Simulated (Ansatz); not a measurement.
Start from `B[CH2][SnH2][F]` and change one atom or group to get `B[CH2][SnH3]`.

Ansatz, PBE0-D4/def2-TZVP geometries, multiplicity 1. Each molecule was computed in one conformer, which needn't be the lowest.

Elements past krypton have def2 core potentials.

```
                                          property  `B[CH2][SnH2][F]`
               HOMO energy (B3LYP/def2-TZVPP) / eV              -8.51
             HOMO energy (ωB97M-V/def2-TZVPP) / eV             -10.89
                 HOMO energy (PBE/def2-TZVPP) / eV              -7.53
               HOMO–LUMO gap (PBE/def2-TZVPP) / eV               5.16
size of the dipole moment (ωB97M-V/def2-TZVPP) / D               2.55
               LUMO energy (B3LYP/def2-TZVPP) / eV              -1.66
```

What does the change do to each property? (Estimate.)

The calculation gave: 
```json
{"property": "HOMO energy (B3LYP/def2-TZVPP) / eV", "`B[CH2][SnH3]`": "-8.15", "shift": "0.36"}
{"property": "HOMO energy (ωB97M-V/def2-TZVPP) / eV", "`B[CH2][SnH3]`": "-10.51", "shift": "0.38"}
{"property": "HOMO energy (PBE/def2-TZVPP) / eV", "`B[CH2][SnH3]`": "-7.28", "shift": "0.25"}
{"property": "HOMO–LUMO gap (PBE/def2-TZVPP) / eV", "`B[CH2][SnH3]`": "5.39", "shift": "0.23"}
{"property": "size of the dipole moment (ωB97M-V/def2-TZVPP) / D", "`B[CH2][SnH3]`": "1.32", "shift": "-1.23"}
{"property": "LUMO energy (B3LYP/def2-TZVPP) / eV", "`B[CH2][SnH3]`": "-1.18", "shift": "0.48"}
```

With PBE0 the HOMO rises by 0.37 eV and the LUMO rises by 0.47 eV, so the gap widens by about 0.10 eV. PBE moves the HOMO by 0.25 eV and ωB97M-V by 0.38 eV. Dipoles are sizes alone; their direction can turn.

B3LYP here is the variant with VWN-RPA as its local correlation; programs differ in this.
